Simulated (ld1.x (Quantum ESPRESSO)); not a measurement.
Ranking TM potentials for lead

All share these settings but for the change named:

Pb, norm-conserving Troullier–Martins (Kleinman–Bylander form), made with ld1.x (Quantum ESPRESSO) 7.5 (PBE, non-relativistic). Core [Xe] 4f14 5d10, reference 6s1.5 6p2.5. Waves: 6p (bound): rc 2.65 bohr; 6s (bound): rc 1.85 bohr. Local part: the s channel. Core correction: none.

Cutoff: the first of the cutoffs (Ry, on a coarse ladder) from which the occupation-weighted sum of valence levels, in a spherical-Bessel basis at the reference potential, stays within 10 and 1 mRy of its value at 400 Ry; the density cutoff is not measured.

The base gives 21 Ry.

Of 8 variants that were run, those that failed, showed a ghost or another fault, or gave nearly equal values are left out.

Question: Rank these variants from softest to hardest (loose cutoff).
A. all radii scaled by about 0.92 (s 1.70, p 2.42 bohr)
B. all radii scaled by about 1.08 (s 2.00, p 2.86 bohr)
C. all radii scaled by about 1.40 (s 2.60, p 3.72 bohr)
D. all radii scaled by about 1.15 (s 2.12, p 3.04 bohr)

Answer: C (12 Ry), D (15 Ry), B (18 Ry), A (30 Ry).
